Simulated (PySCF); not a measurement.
All values below come from B3LYP-D3(BJ)/def2-TZVP run with PySCF 2.14.0. Gas-phase values, no solvent. One relaxed conformer stands for a flexible species; it need not be the lowest. B3LYP has the VWN-RPA correlation part, as in Gaussian. Delta-SCF ions had no search for a lower state. Excitations are Tamm–Dancoff values on a coarser integration grid. The basis has no diffuse functions, so Rydberg states are missing or too high.

Reference species (SMILES): `N1CC=C1` (neutral, multiplicity 1).

```yaml
vertical ionisation energy (Delta-SCF): 8.53 eV
S1 excitation (TDA): 5.83 eV
HOMO–LUMO gap: 6.38 eV
T1 excitation (TDA): 3.95 eV
```

Changed species: `C(=CN)=C`.

Task: What does the change do to the vertical ionisation energy (Delta-SCF), S1 excitation (TDA), HOMO–LUMO gap and T1 excitation (TDA)?

Result: the vertical ionisation energy (Delta-SCF) drops by 0.32 eV, to 8.21 eV; the S1 excitation (TDA) falls by 1.49 eV, to 4.34 eV; the HOMO–LUMO gap drops by 0.71 eV, to 5.67 eV; the T1 excitation (TDA) goes up by 0.05 eV, to 4.00 eV.
